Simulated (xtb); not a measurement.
GeTe, charge +1, doublet, geometry from GFN2-xTB (a state made from the parent by changing its charge; the spin is typed, not shown lowest).

Here is a job for xtb.
```
$ xtb mol.xyz --gfn 0 --chrg 1 --uhf 1 --json

# file mol.xyz
2

Ge    -0.00000000    -0.00000000    -1.55418152
Te     0.00000000     0.00000000     0.95641940
```

Predict the partial charges in atom order from GFN0-xTB run with xtb 6.7.1.

Ge1 0.71, Te2 0.29

Predict the total energy from GFN0-xTB.

-3.3654 Eh
